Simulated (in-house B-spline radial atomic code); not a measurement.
Relativistic effects in K³⁺, [Ne] 3s2 3p4: non-relativistic Hartree-Fock (point nucleus) against Dirac-Hartree-Fock (Fermi nucleus of rms radius 3.4349 fm), both averages of the configuration, computed with an all-electron radial atomic-structure program (B-spline basis).

```json
{"orbital": "1s1/2", "ε NR (Eh)": "-135.14", "ε Dirac (Eh)": "-135.79", "<r> NR (bohr)": "0.08146", "<r> Dirac (bohr)": "0.08095", "change of <r> (%)": "-0.6"}
{"orbital": "2s1/2", "ε NR (Eh)": "-16.042", "ε Dirac (Eh)": "-16.159", "<r> NR (bohr)": "0.3857", "<r> Dirac (bohr)": "0.3833", "change of <r> (%)": "-0.6"}
{"orbital": "2p1/2", "ε NR (Eh)": "-13.07", "ε Dirac (Eh)": "?", "<r> NR (bohr)": "0.3493", "<r> Dirac (bohr)": "?", "change of <r> (%)": "?"}
{"orbital": "2p3/2", "ε NR (Eh)": "-13.07", "ε Dirac (Eh)": "-13.042", "<r> NR (bohr)": "0.3493", "<r> Dirac (bohr)": "0.3493", "change of <r> (%)": "0.0"}
{"orbital": "3s1/2", "ε NR (Eh)": "-3.0318", "ε Dirac (Eh)": "?", "<r> NR (bohr)": "1.211", "<r> Dirac (bohr)": "?", "change of <r> (%)": "?"}
{"orbital": "3p1/2", "ε NR (Eh)": "-2.2971", "ε Dirac (Eh)": "-2.3059", "<r> NR (bohr)": "1.302", "<r> Dirac (bohr)": "1.297", "change of <r> (%)": "-0.4"}
{"orbital": "3p3/2", "ε NR (Eh)": "-2.2971", "ε Dirac (Eh)": "-2.2935", "<r> NR (bohr)": "1.302", "<r> Dirac (bohr)": "1.302", "change of <r> (%)": "0.0"}
```

What happens to 3s1/2?

Its energy goes to -3.0475 hartree and <r> to 1.206 bohr (-0.44 %).

What happens to 2p1/2?

Its energy goes to -13.151 hartree and <r> to 0.3469 bohr (-0.68 %).

What explains the pattern of contraction and expansion?

The s and p1/2 orbitals contract directly, as their density near the nucleus moves at relativistic speed. Nothing expands appreciably in this ion.

By how much does the total energy change?

By -2.3612 hartree, from -596.216 to -598.578.
